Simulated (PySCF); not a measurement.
One molecule, one basis, several functionals.

Compound: C₂H₆BPSi.
Bonds: C1–C2 (triple), C2–B3, B3–P4, P4–Si5. Hydrogens: H6 on C1; H7 on B3; H8 on P4; H9, H10, H11 on Si5.

Torsions of this conformer, `[CH:1]#[C:2][BH:3][PH:4][SiH3:5]`: C2–B3–P4–Si5 -135°.

PySCF, def2-SVPD basis, density fitting, gas phase, PBE0-D3(BJ)/def2-SVP geometry; singlet excitations by full TDDFT with frozen cores, triplets by Tamm–Dancoff TDDFT and ionisation energies by ΔSCF, from the lowest of the holes tried. One functional is left out:

```
functional  exact exchange (%)  HOMO energy (eV)  LUMO energy (eV)  lowest singlet excitation (eV)  lowest triplet excitation (eV)  mean polarisability (au)  vertical ionisation energy (eV)
       LDA                   0             -6.37             -3.35                            3.42                            2.78                     106.0                             9.03
       PBE                   0             -6.26             -3.14                            3.49                            2.78                     103.9                             8.87
      PBE0                  25             -7.29             -2.31                            3.78                            3.05                      99.8                             9.07
 BHandHLYP                  50             -8.16             -1.30                            4.00                            3.37                      96.5                             9.05
```

Predict the row of B3LYP (20 % exact exchange) by straight lines through the other rows, and check it.

| property | line | computed | computed − line | PBE0 (25 %), for comparison |
| --- | --- | --- | --- | --- |
| HOMO energy (eV) | -7.07 | -7.06 | +0.01 | -7.29 |
| LUMO energy (eV) | -2.48 | -2.45 | +0.03 | -2.31 |
| lowest singlet excitation (eV) | 3.69 | 3.73 | +0.04 | 3.78 |
| lowest triplet excitation (eV) | 3.01 | 3.05 | +0.04 | 3.05 |
| mean polarisability (au) | 101.3 | 100.7 | -0.6 | 99.8 |
| vertical ionisation energy (eV) | 9.01 | 9.05 | +0.04 | 9.07 |
